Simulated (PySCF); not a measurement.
**Telling isomers of C$_{5}$H$_{8}$OSi$_{2}$ apart by NMR**

Computational details: NMR shieldings at PBE0/pcSseg-1/GIAO, coordinates at the GFN2-xTB level, in PySCF (averaged over atoms made equivalent by symmetry, fast rotation or ring inversion, isolated molecule, a single conformation, non-relativistic Hamiltonian).

Chemical shifts δ = σref − σ; 1H and 13C vs TMS, all at this level. Where no couplings were computed, multiplicities follow the n + 1 count of equivalent neighbours, and m marks all less simple cases (inequivalent or close neighbours, rings, F or P nearby). Shifts are as computed. Against solution values, carbons near 30 ppm lie about +3 ppm off and those near 130 ppm about +5 ppm. Of 1309 compounds with measured shifts, 239 miss one by over three times the rms of a fit or turn the order of signals round; such compounds aren't used in these exercises.

(1) Tabulate the signals of `C#C[Si@@H]1C=C(C)[SiH2]O1`, `C#C[Si@@H](C#C[SiH3])OC` and their relative energies.

(2) What is the quickest way to tell C#C[Si@@H]1C=C(C)[SiH2]O1 from C#C[Si@@H](C#C[SiH3])OC?

Answers

(1) 
```json
{"SMILES": "C#C[Si@@H]1C=C(C)[SiH2]O1", "carbon types": "2×C 2×CH 1×CH3", "δC": "173.6, 147.7, 102.2, 89.7, 25.5", "δH": "6.83 (d, 1H), 5.38 (m, 1H), 5.29 (m, 1H), 5.22 (m, 1H), 2.23 (s, 3H), 1.98 (d, 1H)", "E rel. (kcal/mol)": "0.0"}
{"SMILES": "C#C[Si@@H](C#C[SiH3])OC", "carbon types": "3×C 1×CH 1×CH3", "δC": "118.6, 110.5, 101.4, 87.8, 52.1", "δH": "4.83 (d, 1H), 4.25 (s, 3H), 3.90 (s, 3H), 1.93 (d, 1H)", "E rel. (kcal/mol)": "60.8"}
```

Energies are electronic energies at PBE0/pcSseg-1 on these geometries, without zero-point or thermal terms, each for the one conformer computed, which needn't be the lowest.

(2) Both give the same number of carbon signals, but DEPT or the intensities differ. The first has a fully substituted alkene carbon (C) at 173.6 ppm, the second an alkyne carbon (C) at 118.6 ppm. In the proton spectra the most deshielded non-exchanging signals are 6.83 (d, 1H) and 4.83 (d, 1H).
